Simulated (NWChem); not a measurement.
Molecule: C3H4O2Si; SMILES C=C=C1O[SiH2]O1

```xyz
10

C      0.0000     0.0000    -3.0102
C      0.0000     0.0000    -1.7015
C      0.0000     0.0000    -0.3926
O      0.0000    -1.0918     0.4569
Si     0.0000     0.0000     1.7631
O      0.0000     1.0918     0.4569
H      0.9328     0.0000    -3.5904
H     -0.9328     0.0000    -3.5904
H     -1.2294     0.0000     2.5929
H      1.2294     0.0000     2.5929
```
Atoms are numbered in this order, from 1.

Program: NWChem. Pople sets run with spherical d functions. Geometry: optimised at PBE0/def2-SVP. Atomic charges in e: unrestrained fits to the electrostatic potential beside Mulliken populations; buried atoms are poorly determined by the fit.

For level Hartree-Fock/6-31G*:

- Mulliken C1 = -0.47
- Mulliken C3 = 0.70
- Mulliken O4 = -0.79
- ESP Si5 = 1.11
- Mulliken Si5 = 1.16

Task: What are these values for level B3LYP/def2-SVP?

Result: 
- Mulliken C1: -0.20
- Mulliken C3: 0.30
- Mulliken O4: -0.42
- ESP Si5: 0.99
- Mulliken Si5: 0.74
